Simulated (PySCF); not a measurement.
CTe2, SMILES [Te]=C=[Te]. Atoms are numbered in the order given.

```xyz
3

C      0.0000     0.0000     0.0000
Te     0.0000     0.0000    -1.9033
Te     0.0000     0.0000     1.9033
```
Charge 0, spin multiplicity 1.

Coordinates come from a B3LYP-D3(BJ)/def2-TZVP optimisation. The def2 effective core potentials stand for the cores of Te; spin–orbit coupling is left out.

Calculation: TDA-M06-2X/def2-SVPD (PySCF).

Vertical excitations; the highest root listed may be one member of a degenerate set. Isolated molecule, no solvent. State labels are in the subgroup D2h.

Computed lowest excited states:
```
state  symmetry  energy (eV)  λ (nm)      f                                                                main pairs
-----  --------  -----------  ------  -----  ------------------------------------------------------------------------
S1           Au         2.25     550  0.000                                        HOMO→LUMO+1 50 %, HOMO−1→LUMO 50 %
S2           Au         2.62     474  0.000                                 HOMO−1→LUMO, HOMO→LUMO+1 (degenerate set)
S3          B1u         2.62     474  0.000                                 HOMO−1→LUMO+1, HOMO→LUMO (degenerate set)
S4          B1g         4.22     294  0.000                                      HOMO−3→LUMO+1 49 %, HOMO−2→LUMO 49 %
S5          B2g         4.74     262  0.000                                            HOMO−1→LUMO+2 (degenerate set)
S6          B3g         4.74     262  0.000                                              HOMO→LUMO+2 (degenerate set)
S7           Ag         5.03     246  0.000                               HOMO−2→LUMO+1, HOMO−3→LUMO (degenerate set)
S8          B1g         5.03     246  0.000                               HOMO−2→LUMO, HOMO−3→LUMO+1 (degenerate set)
S9          B1u         5.27     235  1.480  HOMO→LUMO 36 %, HOMO−1→LUMO+1 36 %, HOMO−4→LUMO+2 8 %, HOMO−1→LUMO+6 7 %
S10         B2g         5.80     214  0.000                                                        HOMO−1→LUMO+4 96 %
T1          B1u         1.96     633      0                                        HOMO−1→LUMO+1 49 %, HOMO→LUMO 49 %
T2           Au         2.18     569      0                                 HOMO→LUMO+1, HOMO−1→LUMO (degenerate set)
T3          B1u         2.18     569      0                                 HOMO→LUMO, HOMO−1→LUMO+1 (degenerate set)
T4           Au         2.25     550      0                                        HOMO−1→LUMO 50 %, HOMO→LUMO+1 50 %
```
Triplets are in the Tamm–Dancoff approximation.
